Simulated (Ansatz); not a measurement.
```yaml
crystal:
  periodic: [false, false, false]
  atoms:
    - {symbol: Al, position_ang: [-1.613189, 0.340829, 0.469936]}
    - {symbol: Al, position_ang: [0.111028, -0.239138, -1.694062]}
    - {symbol: Al, position_ang: [1.038716, 1.315987, 0.356369]}
    - {symbol: Al, position_ang: [0.447534, -1.416526, 0.854867]}
    - {symbol: Te, position_ang: [1.842185, 1.657100, -2.075307]}
    - {symbol: Te, position_ang: [2.444137, -0.165542, 1.991518]}
    - {symbol: Te, position_ang: [-2.450410, 0.166041, -1.996921]}
    - {symbol: Te, position_ang: [0.902781, -2.714883, -1.358309]}
    - {symbol: Te, position_ang: [-0.927072, 2.716422, 1.338786]}
    - {symbol: Te, position_ang: [-1.795709, -1.660300, 2.113122]}
basis:
  gaussian: {orbitals: def2-TZVPD}
hamiltonian: {xc: pbe0, dispersion: d4}
scf: {omitted_lower_state_checks: [starts]}
output: {orbitals: {seedname: orbitals}}
```

```sh
$ ansatz run in.yaml --threads 4 --pin off --events-out ev --progress --plain --max-ram 6963MiB
```

Does this run fit into the memory that it is given?

No. It has 526 basis functions, and Ansatz plans for 9 GiB where 7 GiB are given.
